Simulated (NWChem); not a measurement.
# 1,1-difluoroethane (C₂H₄F₂); SMILES FC(F)C

Question: Give the equilibrium geometry at PBE0/def2-SVP (NWChem) as an XYZ file, with the point group.

Answer: point group Cs; any orientation.
```
8

C     -0.1131     1.3665     0.0000
C      0.3508    -0.0603     0.0000
F     -0.1228    -0.7055    -1.0922
F     -0.1228    -0.7055     1.0922
H     -1.2122     1.3880     0.0000
H      0.2563     1.8863    -0.8945
H      0.2563     1.8863     0.8945
H      1.4515    -0.1625     0.0000
```
